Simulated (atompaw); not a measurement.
# Mn (Z = 25) PAW (atompaw): all-electron and pseudo phase curves

```
Element                 : Mn (Z = 25)
Generator               : atompaw 4.2.0.5
Type                    : PAW
Functional              : PBE
Relativity              : scalar-relativistic
Frozen core             : [Ne]
Valence charge          : 15
Reference configuration : 3s2 3p6 3d5 4s0 4p0 (charge +2)
Partial waves           : 3s (bound): rc 1.30 bohr; 4s (bound, empty): rc 1.75 bohr; 3p (bound): rc 1.10 bohr; 4p (bound, empty): rc 1.75 bohr; 3d (bound): rc 1.75 bohr; 3d channel at -0.55 Ry: rc 1.75 bohr
Local potential         : bessel scheme, radius 1.40 bohr
Core correction         : smooth core density matched at 0.90 bohr
Augmentation charge     : besselshape compensation charge, radius 1.65 bohr; PAW radius 1.75 bohr; waves and projectors: custom polynom2 7 10 vanderbiltortho
```

The phase is arctan(r·u′/u) with u = r·R(r), unwrapped; energies in Ry, scanned from -10 to 5 Ry. A pole is an energy at which the radial function vanishes at the test radius. The pseudo phase is shifted by a multiple of π to meet the all-electron one at the reference energy, and phase errors are pseudo minus all-electron; the curves can meet again beyond the range given. Levels narrower than the energy grid can be missing from the lists of poles.

Task: For each channel, where are the poles, and over which energies does the pseudopotential scatter like the atom?

Result:

```csv
channel,radius (bohr),reference energy (Ry),"poles, all-electron","poles, pseudo",unbroken range about the reference energy with phases within 0.05 rad,phase error 1 Ry above the reference energy (rad)
s,1.75,-1.43,-7.36,-7.36,the whole range,-0.001
p,1.75,-1.02,-4.92,-4.92,the whole range,+0.001
d,1.75,-1.79,-1.00,-1.00,below 2.1,+0.000
```

Phases in the d channel:

```json
{"E (Ry)": "-10.00", "all-electron": "1.377", "pseudo": "1.386"}
{"E (Ry)": "-9.76", "all-electron": "1.375", "pseudo": "1.383"}
{"E (Ry)": "-9.52", "all-electron": "1.372", "pseudo": "1.380"}
{"E (Ry)": "-9.28", "all-electron": "1.369", "pseudo": "1.377"}
{"E (Ry)": "-9.04", "all-electron": "1.365", "pseudo": "1.374"}
{"E (Ry)": "-8.80", "all-electron": "1.362", "pseudo": "1.370"}
{"E (Ry)": "-8.56", "all-electron": "1.359", "pseudo": "1.367"}
{"E (Ry)": "-8.32", "all-electron": "1.355", "pseudo": "1.363"}
{"E (Ry)": "-8.08", "all-electron": "1.351", "pseudo": "1.359"}
{"E (Ry)": "-7.84", "all-electron": "1.347", "pseudo": "1.354"}
{"E (Ry)": "-7.60", "all-electron": "1.342", "pseudo": "1.350"}
{"E (Ry)": "-7.36", "all-electron": "1.337", "pseudo": "1.345"}
{"E (Ry)": "-7.12", "all-electron": "1.332", "pseudo": "1.340"}
{"E (Ry)": "-6.88", "all-electron": "1.327", "pseudo": "1.334"}
{"E (Ry)": "-6.64", "all-electron": "1.321", "pseudo": "1.328"}
{"E (Ry)": "-6.40", "all-electron": "1.315", "pseudo": "1.322"}
{"E (Ry)": "-6.16", "all-electron": "1.308", "pseudo": "1.315"}
{"E (Ry)": "-5.92", "all-electron": "1.300", "pseudo": "1.307"}
{"E (Ry)": "-5.68", "all-electron": "1.292", "pseudo": "1.298"}
{"E (Ry)": "-5.44", "all-electron": "1.283", "pseudo": "1.289"}
{"E (Ry)": "-5.20", "all-electron": "1.272", "pseudo": "1.279"}
{"E (Ry)": "-4.96", "all-electron": "1.261", "pseudo": "1.267"}
{"E (Ry)": "-4.72", "all-electron": "1.247", "pseudo": "1.253"}
{"E (Ry)": "-4.48", "all-electron": "1.232", "pseudo": "1.238"}
{"E (Ry)": "-4.24", "all-electron": "1.214", "pseudo": "1.219"}
{"E (Ry)": "-4.00", "all-electron": "1.192", "pseudo": "1.198"}
{"E (Ry)": "-3.76", "all-electron": "1.165", "pseudo": "1.170"}
{"E (Ry)": "-3.52", "all-electron": "1.131", "pseudo": "1.136"}
{"E (Ry)": "-3.28", "all-electron": "1.086", "pseudo": "1.091"}
{"E (Ry)": "-3.04", "all-electron": "1.022", "pseudo": "1.026"}
{"E (Ry)": "-2.80", "all-electron": "0.925", "pseudo": "0.929"}
{"E (Ry)": "-2.56", "all-electron": "0.761", "pseudo": "0.765"}
{"E (Ry)": "-2.32", "all-electron": "0.443", "pseudo": "0.446"}
{"E (Ry)": "-2.08", "all-electron": "-0.172", "pseudo": "-0.171"}
{"E (Ry)": "-1.84", "all-electron": "-0.848", "pseudo": "-0.848"}
{"E (Ry)": "-1.60", "all-electron": "-1.226", "pseudo": "-1.226"}
{"E (Ry)": "-1.36", "all-electron": "-1.418", "pseudo": "-1.418"}
{"E (Ry)": "-1.12", "all-electron": "-1.530", "pseudo": "-1.530"}
{"E (Ry)": "-0.88", "all-electron": "-1.605", "pseudo": "-1.605"}
{"E (Ry)": "-0.64", "all-electron": "-1.661", "pseudo": "-1.661"}
{"E (Ry)": "-0.40", "all-electron": "-1.705", "pseudo": "-1.705"}
{"E (Ry)": "-0.16", "all-electron": "-1.744", "pseudo": "-1.743"}
{"E (Ry)": "0.08", "all-electron": "-1.778", "pseudo": "-1.778"}
{"E (Ry)": "0.32", "all-electron": "-1.812", "pseudo": "-1.810"}
{"E (Ry)": "0.56", "all-electron": "-1.845", "pseudo": "-1.842"}
{"E (Ry)": "0.80", "all-electron": "-1.879", "pseudo": "-1.875"}
{"E (Ry)": "1.04", "all-electron": "-1.916", "pseudo": "-1.909"}
{"E (Ry)": "1.28", "all-electron": "-1.956", "pseudo": "-1.945"}
{"E (Ry)": "1.52", "all-electron": "-2.003", "pseudo": "-1.985"}
{"E (Ry)": "1.76", "all-electron": "-2.057", "pseudo": "-2.030"}
{"E (Ry)": "2.00", "all-electron": "-2.122", "pseudo": "-2.081"}
{"E (Ry)": "2.24", "all-electron": "-2.201", "pseudo": "-2.141"}
{"E (Ry)": "2.48", "all-electron": "-2.302", "pseudo": "-2.211"}
{"E (Ry)": "2.72", "all-electron": "-2.432", "pseudo": "-2.294"}
{"E (Ry)": "2.96", "all-electron": "-2.601", "pseudo": "-2.394"}
{"E (Ry)": "3.20", "all-electron": "-2.816", "pseudo": "-2.516"}
{"E (Ry)": "3.44", "all-electron": "-3.074", "pseudo": "-2.662"}
{"E (Ry)": "3.68", "all-electron": "-3.349", "pseudo": "-2.833"}
{"E (Ry)": "3.92", "all-electron": "-3.606", "pseudo": "-3.026"}
{"E (Ry)": "4.16", "all-electron": "-3.819", "pseudo": "-3.227"}
{"E (Ry)": "4.40", "all-electron": "-3.985", "pseudo": "-3.424"}
{"E (Ry)": "4.64", "all-electron": "-4.112", "pseudo": "-3.601"}
{"E (Ry)": "4.88", "all-electron": "-4.211", "pseudo": "-3.754"}
```
